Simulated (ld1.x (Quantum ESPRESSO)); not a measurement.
# u(r) = r·R(r): atom against pseudo-atom (lead)

Columns: radius, all-electron u(r) and pseudo u(r) of the 6s shell (level -12.04 eV) of lead in the configuration [Xe] 4f14 5d10 6s2 6p2; PBE, scalar-relativistic, TM semilocal scheme, ld1.x (Quantum ESPRESSO) 7.5.

```csv
r (bohr),all-electron,pseudo
0.123,0.1721,-0.0454
0.245,-0.1750,-0.0877
0.368,-0.1702,-0.1255
0.490,0.1384,-0.1568
0.613,0.3476,-0.1829
0.735,0.3644,-0.2067
0.858,0.2422,-0.2339
0.980,0.0555,-0.2710
1.103,-0.1451,-0.3254
1.225,-0.3259,-0.4009
1.348,-0.4762,-0.4953
1.470,-0.5903,-0.5921
1.593,-0.6717,-0.6717
1.715,-0.7235,-0.7235
1.838,-0.7514,-0.7514
1.960,-0.7599,-0.7599
2.083,-0.7534,-0.7534
2.205,-0.7357,-0.7357
2.328,-0.7096,-0.7096
2.450,-0.6780,-0.6780
2.573,-0.6424,-0.6424
2.695,-0.6049,-0.6049
2.818,-0.5661,-0.5661
2.940,-0.5275,-0.5275
3.063,-0.4893,-0.4893
3.185,-0.4525,-0.4525
```

**Question.** How many radial nodes do the two functions have?

**Answer.** The all-electron 6s function has n − l − 1 = 5 (the table is too coarse to show those close to the nucleus); the pseudo-wave has 0, since the states of the same l below it are removed with the core.

**Question.** At about which radius was the pseudo-wave matched?

**Answer.** 1.65 bohr, where the columns begin to agree (steps of 0.12 bohr).

**Question.** Where does each function peak?

**Answer.** Outermost all-electron maximum near 1.96 bohr, pseudo maximum near 1.96 bohr (to the table’s step).

**Question.** Is the pseudo-wave norm-conserving?

**Answer.** Yes: the TM semilocal scheme keeps the norm inside the radius equal to the all-electron one, which fixes the energy derivative of the logarithmic derivative at the level.
